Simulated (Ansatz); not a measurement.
Reaction (SMILES): O[Si](O)(O)Cl [chloro(trihydroxy)silane] → [O][Si](O)(O)Cl + H atom (the H-O bond at the site shown breaks; other sites are not compared here)
Geometries: B3LYP-D3(BJ)/def2-TZVP minima from Ansatz (a first-principles code), one conformer each, not searched for the lowest.

Quantity: bond dissociation energy (electronic energy difference), in eV. Correlated levels leave the core frozen unless marked. Open shells are spin-unrestricted. Spin-orbit coupling is left out. Non-relativistic. Basis-set limits of correlation are two-point, X^-3; Hartree-Fock from the larger set. The bracket is a focal-point correction in the basis named.

| level | program | bond dissociation energy (eV) | minus last row |
|---|---|---|---|
| HF/cc-pV(T+d)Z | Ansatz | 4.07 | -1.58 |
| B3LYP-D4/def2-TZVPD | Ansatz + dftd4 | 5.36 | -0.29 |
| B3LYP/def2-TZVPD | Ansatz | 5.33 | -0.32 |
| HSE06-D4/def2-TZVPD | Ansatz + dftd4 | 5.34 | -0.31 |
| LC-wPBE-D3(BJ)/def2-TZVPD | Ansatz + dftd3 | 5.43 | -0.22 |
| RPA@PBE/cc-pV(T+d)Z | Ansatz | 5.32 | -0.33 |
| MP2/cc-pV(D+d)Z | Ansatz | 5.39 | -0.26 |
| SCS-MP2/STO-3G | Ansatz | 4.56 | -1.09 |
| CCSD(T)/cc-pwCVTZ | Ansatz | 5.51 | -0.14 |
| RI-MP2/CBS(cc-pV(T+d)Z,cc-pV(Q+d)Z)+[CCSD(T)-MP2]/cc-pV(T+d)Z | Ansatz | 5.65 | 0.00 |
